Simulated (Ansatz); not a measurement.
Stretching the Si2–F1 bond in FH3Si (SMILES F[SiH3]) (multiplicity 1 held, fragments rigid). Energies count from the point at 1.606 Å.
Geometry at that point (charge 0, multiplicity 1):
```xyz
5

F      1.090    -0.017    -0.170
Si    -0.496     0.008     0.078
H     -0.945     1.415     0.067
H     -0.771    -0.616     1.388
H     -1.147    -0.754    -1.008
```

Signs of static correlation in cc-pV(D+d)Z, with CASSCF(6,4), from Ansatz (a quantum-chemistry and plane-wave program) runs.

| R (Å) | T1 of restricted CCSD | ⟨S²⟩ of UHF | largest double amplitude of restricted CCSD | weight of the CASSCF reference in MRCISD | CASSCF natural occupations |
|---|---|---|---|---|---|
| 1.285 | 0.008 | 0.000 | 0.028 | 0.927 | 2.00 2.00 1.99 0.01 |
| 1.446 | 0.009 | 0.000 | 0.028 | 0.925 | 2.00 2.00 1.99 0.01 |
| 1.606 | 0.011 | 0.000 | 0.027 | 0.923 | 2.00 2.00 1.99 0.01 |
| 1.767 | 0.013 | 0.000 | 0.027 | 0.922 | 2.00 2.00 1.98 0.02 |
| 1.927 | 0.015 | 0.000 | ___ | 0.921 | 2.00 2.00 1.97 0.03 |
| 2.168 | 0.020 | 0.000 | 0.074 | 0.920 | 2.00 2.00 1.94 0.06 |
| 2.409 | 0.028 | 0.263 | 0.120 | 0.919 | 2.00 2.00 1.89 0.11 |
| 2.811 | 0.052 | 0.845 | 0.226 | 0.920 | 2.00 2.00 1.71 0.29 |
| 3.212 | 0.089 | 0.961 | ___ | 0.922 | 2.00 2.00 1.46 0.54 |
| 3.694 | 0.142 | 0.996 | 0.716 | 0.922 | 2.00 2.00 1.23 0.77 |
| 4.337 | 0.191 | 1.005 | 1.108 | 0.923 | 2.00 2.00 1.08 0.92 |
| 5.140 | 0.210 | 1.006 | 1.328 | 0.923 | 2.00 2.00 1.02 0.98 |

Task: Complete the blanks.

Result: 
- 1.927, largest double amplitude of restricted CCSD: 0.038
- 3.212, largest double amplitude of restricted CCSD: 0.402

Doubts at one or more of the structures used: active orbitals that take no part (SC-NEVPT2 on CASSCF(6,4)/cc-pV(D+d)Z); a restricted determinant that unrestricted orbitals would lower (R-CCSD(T)/cc-pV(D+d)Z); T1 above 0.05 (R-CCSD(T)/cc-pV(D+d)Z, U-CCSD(T)/cc-pV(D+d)Z); other coupled-cluster roots lie near (R-CCSD(T)/cc-pV(D+d)Z); a spin-contaminated determinant (U-CCSD(T)/cc-pV(D+d)Z).
